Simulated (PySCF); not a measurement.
Rb²⁺ (rubidium, charge +2): UHF calculation

Configuration: [Ar] 3d10 4s2 4p5, 2P determinant. Calculation: PySCF 2.14, in cc-pVDZ-X2C; the spin-free X2C one-electron Hamiltonian (Gaussian nucleus).

```
Total energy                                                  : -2978.001219 hartree
One-electron energy                                           : -4101.1510 hartree
Hartree (Coulomb) energy                                      : 1222.2403 hartree
Exchange energy                                               : -99.0906 hartree
⟨S²⟩                                                          : 0.7509
⟨L²⟩                                                          : 2.003
Sum of ⟨r⟩                                                    : 22.15 bohr
Sum of ⟨r²⟩                                                   : 27.64 bohr²
Traceless quadrupole moment −½Σ⟨3z² − r²⟩ along its main axis : 1.35 e·bohr²
Langevin diamagnetic susceptibility                           : -21.9 ×10⁻⁶ cm³/mol
Time after the integrals                                      : 0.1 s of wall time on 1 thread of Intel(R) Xeon(R) Platinum 8375C CPU @ 2.90GHz (shared host)
```

```json
{"shell": "1s α", "electrons": "1", "mean orbital energy (hartree)": "-562.71130", "spread (hartree)": "0", "rms radius, mean of both spins (bohr)": "0.0464"}
{"shell": "1s β", "electrons": "1", "mean orbital energy (hartree)": "-562.70528", "spread (hartree)": "0", "rms radius, mean of both spins (bohr)": "0.0464"}
{"shell": "2s α", "electrons": "1", "mean orbital energy (hartree)": "-78.36807", "spread (hartree)": "0", "rms radius, mean of both spins (bohr)": "0.192"}
{"shell": "2s β", "electrons": "1", "mean orbital energy (hartree)": "-78.36393", "spread (hartree)": "0", "rms radius, mean of both spins (bohr)": "0.192"}
{"shell": "2p α", "electrons": "3", "mean orbital energy (hartree)": "-69.38601", "spread (hartree)": "0.01120", "rms radius, mean of both spins (bohr)": "0.171"}
{"shell": "2p β", "electrons": "3", "mean orbital energy (hartree)": "-69.37845", "spread (hartree)": "0.00517", "rms radius, mean of both spins (bohr)": "0.171"}
{"shell": "3s α", "electrons": "1", "mean orbital energy (hartree)": "-13.41732", "spread (hartree)": "0", "rms radius, mean of both spins (bohr)": "0.543"}
{"shell": "3s β", "electrons": "1", "mean orbital energy (hartree)": "-13.40544", "spread (hartree)": "0", "rms radius, mean of both spins (bohr)": "0.543"}
{"shell": "3p α", "electrons": "3", "mean orbital energy (hartree)": "-10.44030", "spread (hartree)": "0.03317", "rms radius, mean of both spins (bohr)": "0.557"}
{"shell": "3p β", "electrons": "3", "mean orbital energy (hartree)": "-10.42453", "spread (hartree)": "0.00088", "rms radius, mean of both spins (bohr)": "0.557"}
{"shell": "3d α", "electrons": "5", "mean orbital energy (hartree)": "-5.50117", "spread (hartree)": "0.03212", "rms radius, mean of both spins (bohr)": "0.577"}
{"shell": "3d β", "electrons": "5", "mean orbital energy (hartree)": "-5.49199", "spread (hartree)": "0.01851", "rms radius, mean of both spins (bohr)": "0.577"}
{"shell": "4s α", "electrons": "1", "mean orbital energy (hartree)": "-2.31976", "spread (hartree)": "0", "rms radius, mean of both spins (bohr)": "1.56"}
{"shell": "4s β", "electrons": "1", "mean orbital energy (hartree)": "-2.19259", "spread (hartree)": "0", "rms radius, mean of both spins (bohr)": "1.56"}
{"shell": "4p α", "electrons": "3", "mean orbital energy (hartree)": "-1.52499", "spread (hartree)": "0.06926", "rms radius, mean of both spins (bohr)": "1.83"}
{"shell": "4p β", "electrons": "2", "mean orbital energy (hartree)": "-1.46953", "spread (hartree)": "0", "rms radius, mean of both spins (bohr)": "1.83"}
```

Densities and radii are taken from the X2C orbitals without a picture-change correction, which distorts them close to the nucleus.
